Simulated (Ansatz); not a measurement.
bromine monochloride (BrCl), singlet, geometry from GFN2-xTB. Base run: HF/6-31G** (Ansatz, a quantum-chemistry and plane-wave program).

Geometry (Å):
```xyz
2

Cl     0.0000     0.0000    -1.4374
Br     0.0000     0.0000     0.6982
```
All else is at Ansatz's defaults.

The base run was repeated with changes; each row names its change, and settings that it needs were set with it.

| change | basis functions | E (Eh) |
|---|---|---|
| base | 54 | -3031.55582 |
| basis = cc-pVDZ-DK; relativity = spin-free X2C | 45 | -3065.21406 |
| basis = x2c-TZVPall; relativity = spin-free X2C | 85 | -3065.34707 |
| basis = x2c-TZVPall; relativity = none | 85 | -3015.59870 |
| basis = x2c-TZVPall; relativity = spin-free X2C; nucleus = Gaussian | 85 | -3065.32891 |
| basis = cc-pVTZ-DK; relativity = spin-free X2C | 77 | -3065.35384 |
| basis = cc-pVDZ-DK; relativity = none | 45 | -3011.74598 |
| basis = cc-pVTZ-DK; relativity = none | 77 | -3009.91485 |
| basis = cc-pVDZ-DK; relativity = spin-free X2C; nucleus = Gaussian | 45 | -3065.19533 |
| basis = cc-pVTZ-DK; relativity = spin-free X2C; nucleus = Gaussian | 77 | -3065.33239 |

Total energies compare only within one method and basis.

Ansatz warned in this series: the basis is contracted for relativity, which the run leaves out.

Basis sets contracted for a relativistic Hamiltonian are a mismatch without it, so the rows without relativity aren't non-relativistic limits. No row has spin-orbit coupling; sets with core potentials leave out the core electrons.
